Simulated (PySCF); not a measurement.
## MoCl4 by CASSCF and spin-orbit coupling

MoCl4: Mo(IV) (d2), charge 0. The structure is a PBE0-D3(BJ)/def2-TZVP geometry optimised for multiplicity 3; coordination tetrahedral, point group Td, metal–donor distances 2.22 Å.

The d shell alone is too small an active space for MoCl4 (an active orbital has only 0.63 squared overlap with the free ion's shell): its levels, fitted parameters, g values and moments show what this model gives and aren't sound predictions.

```
5

Mo    0.000    0.000    0.000
Cl    1.282    1.282    1.282
Cl    1.282   -1.282   -1.282
Cl   -1.282   -1.282    1.282
Cl   -1.282    1.282   -1.282
```

Method (PySCF 2.14, density fitting): CASSCF(2,5) with orbitals averaged over all microstates of the shell, strongly contracted NEVPT2 on the averaged canonical orbitals; basis x2c-TZVPall on the metal, x2c-SVPall elsewhere; spin-free X2C; gas phase; spin-orbit coupling by state interaction with the mean-field operator over all roots.

## Spin-free states

| 2S+1 | deg. | symmetry | free-ion term | CASSCF / cm⁻¹ | NEVPT2 / cm⁻¹ | f(ED) |
| --- | --- | --- | --- | --- | --- | --- |
| 3 | 1 | 3A2 | 3F 1.00 | 0 | 0 | – |
| 1 | 2 | 1E | 1D 0.67 | 9296 | 7751 | – |
| 3 | 3 | 3T2 | 3F 1.00 | 11468 | 12146 | 0 |
| 1 | 1 | 1A1 | 1G 0.86 | 16445 | 13801 | – |
| 3 | 3 | 3T1 | 3F 0.56 | 16360 | 16046 | 1.9e-02 |
| 1 | 3 | 1T2 | 1D 0.72 | 20490 | 19408 | – |
| 1 | 3 | 1T1 | 1G 1.00 | 21958 | 20462 | – |
| 3 | 3 | 3T1 | 3P 0.56 | 25942 | 25374 | 5.1e-03 |
| 1 | 2 | 1E | 1G 0.67 | 30551 | 29630 | – |
| 1 | 3 | 1T2 | 1G 0.72 | 33269 | 31581 | – |
| 1 | 1 | 1A1 | 1S 0.86 | 45506 | 40103 | – |

Energies are counted from the ground state at NEVPT2 level. Weights follow the labels. f(ED) is the electric-dipole oscillator strength from the ground state at the fixed geometry, without vibronic coupling; occupations, where given, run over the ligand-field orbitals from the lowest.

## Ligand-field fit

| cm⁻¹ | CASSCF |
| --- | --- |
| 10Dq | 11007 |
| B | 536 |
| B, free ion | 865 |
| C | 2283 |
| C, free ion | 3518 |
| rms of the fit | 663 |

| orbital | CASSCF / cm⁻¹ | metal share | main function |
| --- | --- | --- | --- |
| 1 | 0 | 0.84 | degenerate set |
| 2 | 0 | 0.84 | degenerate set |
| 3 | 11007 | 0.69 | degenerate set |
| 4 | 11007 | 0.69 | degenerate set |
| 5 | 11007 | 0.69 | degenerate set |

ζ = 544 cm⁻¹, against 885 for the free ion.

Spin-orbit levels:

```json
{"E / cm⁻¹": "0.0", "deg.": "3", "make-up": "0.99 3A2"}
{"E / cm⁻¹": "7621.1", "deg.": "2", "make-up": "0.96 1E"}
{"E / cm⁻¹": "12090.2", "deg.": "1", "make-up": "1.00 3T2"}
{"E / cm⁻¹": "12147.6", "deg.": "3", "make-up": "0.98 3T2"}
{"E / cm⁻¹": "12256.0", "deg.": "3", "make-up": "0.99 3T2"}
{"E / cm⁻¹": "12320.0", "deg.": "2", "make-up": "0.95 3T2 + 0.03 1E"}
{"E / cm⁻¹": "13674.8", "deg.": "1", "make-up": "0.93 1A1 + 0.07 3T1"}
{"E / cm⁻¹": "15960.9", "deg.": "3", "make-up": "0.99 3T1"}
{"E / cm⁻¹": "16035.0", "deg.": "2", "make-up": "0.97 3T1"}
{"E / cm⁻¹": "16299.2", "deg.": "3", "make-up": "0.99 3T1"}
{"E / cm⁻¹": "16604.5", "deg.": "1", "make-up": "0.92 3T1 + 0.07 1A1"}
{"E / cm⁻¹": "19415.5", "deg.": "3", "make-up": "0.98 1T2"}
{"E / cm⁻¹": "20530.8", "deg.": "3", "make-up": "0.99 1T1"}
{"E / cm⁻¹": "25250.4", "deg.": "1", "make-up": "0.99 3T1"}
{"E / cm⁻¹": "25404.4", "deg.": "3", "make-up": "0.99 3T1"}
{"E / cm⁻¹": "25615.4", "deg.": "2", "make-up": "0.99 3T1"}
```

Only the lowest levels are listed: 36 of 45 states.

## Magnetism

The ground multiplet follows a spin Hamiltonian with S = 1, g = 1.865, 1.865, 1.865, D = 0 (spin-orbit part alone); the lowest levels hold 99 % of the spin-free ground state. μeff is 2.67 μB at 300 K and 2.64 μB at 10 K; the spin-only value is 2.83 μB.

```csv
T / K,χT / cm³ K mol⁻¹,μeff / μB
2,0.870,2.64
5,0.870,2.64
10,0.870,2.64
20,0.871,2.64
30,0.872,2.64
50,0.873,2.64
75,0.875,2.65
100,0.877,2.65
150,0.880,2.65
200,0.884,2.66
250,0.887,2.66
300,0.891,2.67
```

Powder magnetisation at 2 K: 0.38 μB at 0.5 T, 0.73 μB at 1 T, 1.25 μB at 2 T, 1.55 μB at 3 T, 1.78 μB at 5 T, 1.84 μB at 7 T.

No frequencies were computed for the optimised geometry. Charge-transfer states lie outside this active space and may come lower than some of these levels. NEVPT2 on the d shell alone tends to put d–d bands too high for such charged or covalently bound ions.

The job took 12 s on one thread of Arm Neoverse V1 (shared host), with 135 basis functions, launched as `OMP_NUM_THREADS=1 python lf_run.py task.json out`.
